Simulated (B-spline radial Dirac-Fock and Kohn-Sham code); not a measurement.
Calculated with a radial B-spline solver, using configuration-average Dirac-Fock orbitals.

Q: This computed X-ray form factor belongs to an atom or ion in its tabulated ground configuration. Which?

```tsv
sin θ/λ (Å⁻¹)	f₀
0.04	6.999
0.11	6.994
0.14	6.990
0.24	6.972
0.31	6.953
0.83	6.676
1.37	6.166
6.15	1.719
7.9	1.346
```

A: I⁴⁶⁺, with 7 electrons in [He] 2s2 2p3. f₀ tends to the number of electrons as s goes to zero, which the first rows give only roughly, and the rate of fall reflects the nuclear charge, 53.

Q: This computed X-ray form factor belongs to an atom or ion in its tabulated ground configuration. Which?

| sin θ/λ (Å⁻¹) | f₀ |
| --- | --- |
| 0.05 | 52.845 |
| 0.2 | 50.608 |
| 0.4 | 44.431 |
| 0.6 | 36.725 |
| 0.8 | 29.581 |
| 1 | 24.067 |
| 1.2 | 20.268 |
| 1.4 | 17.753 |
| 1.8 | 14.601 |

A: Lu¹⁸⁺, with 53 electrons in [Kr] 4d10 4f7. f₀ tends to the number of electrons as s goes to zero, which the first rows give only roughly, and the rate of fall reflects the nuclear charge, 71.
